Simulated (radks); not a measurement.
Task: All-electron calculation, scalar-relativistic Kohn-Sham, exchange-only LDA, spin-polarised, spherical densities, finite nucleus; open shells are filled with parallel spins first (spin-orbit coupling, left out, can overturn this in heavy ions); Fermi nuclear charge, rms radius of each element as measured or else 0.836 A^(1/3) + 0.57 fm. Program: a radial shooting solver on a logarithmic mesh with Libxc functionals. Response by self-consistent Sternheimer equations with the Hartree and adiabatic exchange-only LDA kernel, the relativistic mass of each level held fixed and spin-orbit coupling left out. For heavy and open-shell atoms this level of theory can miss by tens of per cent. Rank Mo, Mo5+, Mo+, Mo4+, Mo3+, Mo2+, Mo6+ (NIST ground configurations) by static dipole polarisability, largest first.

Result: Mo 76.18, Mo+ 24.73, Mo2+ 11.31, Mo3+ 6.214, Mo4+ 3.826, Mo5+ 2.547, Mo6+ 1.795 bohr^3.
